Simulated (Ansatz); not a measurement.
Input for Ansatz (an electronic-structure program): R-B97M-V/def2-TZVPP on CH5NOSn (SMILES C[O][Sn][NH2]). Elements past Kr take the def2 small-core potentials; no spin–orbit coupling.

Ansatz 0.2 input:
```yaml
crystal:
  periodic: [false, false, false]
  atoms:
    - {symbol: C, position_ang: [-1.34812958, 0.22661956, -0.19150368]}
    - {symbol: O, position_ang: [-0.80725348, -0.74281241, -1.05743590]}
    - {symbol: Sn, position_ang: [1.08349316, -1.39387322, -1.08182062]}
    - {symbol: N, position_ang: [1.73996937, -0.21641810, 0.44670826]}
    - {symbol: H, position_ang: [-2.40810777, 0.36080150, -0.42577717]}
    - {symbol: H, position_ang: [-1.27353183, -0.07133670, 0.86246251]}
    - {symbol: H, position_ang: [-0.85518583, 1.20136443, -0.30127175]}
    - {symbol: H, position_ang: [2.69112628, -0.22419269, 0.78476145]}
    - {symbol: H, position_ang: [1.17761969, 0.44384344, 0.96387688]}
basis:
  gaussian:
    orbitals: def2-TZVPP
hamiltonian:
  xc: {name: B97M-V}
scf: {lower_state_search: off}
```

Problem. Predict the final total energy.

Solution. -385.4634 hartree.

Problem. How many basis functions does it have, and what does it roughly cost on one machine?

Solution. 213 functions; around 6 core-seconds (rough).
